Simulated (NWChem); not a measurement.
System: SrH2SO; SMILES [OH][Sr][SH]

```xyz
5

Sr    -0.3264     0.4485     0.0000
O      0.7527     2.2886     0.0000
H      1.3585     3.0308     0.0000
S      0.2162    -2.2641     0.0000
H      1.5643    -2.1591     0.0000
```
Atoms are numbered in this order, from 1.

Computed with NWChem. Geometry: optimised at PBE0/def2-SVP. def2 effective core potentials on Sr; no spin-orbit coupling. Level B3LYP/def2-SVP: energy and gradient on several grids; changes count from the extra-fine grid, which is no exact limit either.

### Question
Which is the coarsest grid (xfine; fine; xcoarse; coarse; medium) from which on the energy stays within 50 μHa and each gradient component within 100 μHa/bohr of xfine?

### Answer
medium.
```csv
grid,size of the energy change (μHa),largest change of a gradient component (μHa/bohr)
xcoarse,200,6000
coarse,20,300
medium,< 10,40
fine,< 10,< 30
xfine,< 10,< 30
```
